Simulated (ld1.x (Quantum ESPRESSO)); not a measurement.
Configuration tests for boron (B) (ultrasoft)

B (Z = 5), ultrasoft, made with ld1.x (Quantum ESPRESSO) 7.5 (LDA (PZ), non-relativistic). Core [He], reference 2s2 2p1. Waves: 2s (bound): rcut 1.35, rcutus 1.55 bohr; 2s channel at -0.25 Ry: rcut 1.35, rcutus 1.55 bohr; 2p (bound): rcut 2.45, rcutus 2.90 bohr; 2p channel at 0.25 Ry: rcut 2.45, rcutus 2.90 bohr; 3d channel at 0.3 Ry: rcut 2.50, rcutus 3.40 bohr. Local part: all-electron potential smoothed inside 2.95 bohr (lloc = -2). Core correction: Bessel-smoothed model core inside 1.45 bohr. Augmentation charge: PSQ, radius 1.05 bohr.

Energies are relative to the spin-unpolarised reference configuration 2s2 2p1; without spin polarisation the order of configurations can differ from experiment. Spin-polarised rows fill each open shell by Hund’s rule, majority spin first.

Task: Give the all-electron excitation energy and the error of the potential for: 2s2 2p0; 2s1 2p0; 2s2 2p0.5; 2s0 2p3; 2s2 2p1.3; 2s1 2p1; 2s1 2p2; 2s2 2p1 (spin-polarised); 2s1 2p0 (spin-polarised).

Result:

```
   valence configuration  charge  ΔE all-electron (eV)  error AE − PS (meV)
                 2s2 2p0      +1                 8.329                  +15
                 2s1 2p0      +2                33.626                  +90
               2s2 2p0.5    +0.5                 2.944                 +1.8
                 2s0 2p3       0                11.388                  +36
               2s2 2p1.3    -0.3                -0.773                 +0.1
                 2s1 2p1      +1                14.278                 +8.0
                 2s1 2p2       0                 5.680                 +8.8
2s2 2p1 (spin-polarised)       0                -0.235                  +20
2s1 2p0 (spin-polarised)      +2                32.898                 +134
```

Levels in the configuration 2s2 2p1.3:

```csv
level,all-electron (eV),pseudo (eV)
2s,-7.007,-7.006
2p,-1.496,-1.497
```
